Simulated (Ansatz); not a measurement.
One change: `[O]=[W]([F])(=[S])[Cl]` becomes `[O]=[W]([OH])([F])=[S]`.

Ansatz, PBE0-D4/def2-TZVP geometries, multiplicity 1. Each molecule was computed in one conformer, which needn't be the lowest.

Elements past krypton have def2 core potentials.

```json
{"property": "HOMO energy (PBE0/def2-TZVPP) / eV", "`[O]=[W]([F])(=[S])[Cl]`": "-8.28"}
{"property": "HOMO energy (B3LYP/def2-TZVPP) / eV", "`[O]=[W]([F])(=[S])[Cl]`": "-8.03"}
{"property": "HOMO energy (PBE/def2-TZVPP) / eV", "`[O]=[W]([F])(=[S])[Cl]`": "-7.02"}
{"property": "ideal-gas entropy at 298 K and 1 bar (rigid rotor, harmonic PBE0-D4/def2-TZVP) / J/(mol·K)", "`[O]=[W]([F])(=[S])[Cl]`": "350"}
{"property": "zero-point energy (PBE0-D4/def2-TZVP) / kJ/mol", "`[O]=[W]([F])(=[S])[Cl]`": "22.6"}
{"property": "LUMO energy (B3LYP/def2-TZVPP) / eV", "`[O]=[W]([F])(=[S])[Cl]`": "-3.44"}
```

(1) Give the same properties after the change, and the shifts. (An estimate is asked.)

Answers

(1) The calculation gave: 
```tsv
property	`[O]=[W]([OH])([F])=[S]`	shift
HOMO energy (PBE0/def2-TZVPP) / eV	-8.03	0.25
HOMO energy (B3LYP/def2-TZVPP) / eV	-7.79	0.24
HOMO energy (PBE/def2-TZVPP) / eV	-6.77	0.25
ideal-gas entropy at 298 K and 1 bar (rigid rotor, harmonic PBE0-D4/def2-TZVP) / J/(mol·K)	345	-5
zero-point energy (PBE0-D4/def2-TZVP) / kJ/mol	54.2	31.6
LUMO energy (B3LYP/def2-TZVPP) / eV	-2.81	0.63
```

With PBE0 the HOMO rises by 0.25 eV and the LUMO rises by 0.63 eV, so the gap widens by about 0.38 eV. PBE moves the HOMO by 0.25 eV and ωB97M-V by 0.24 eV. The zero-point energy changes by 31.6 kJ/mol with +3 modes.

B3LYP here is the variant with VWN-RPA as its local correlation; programs differ in this.
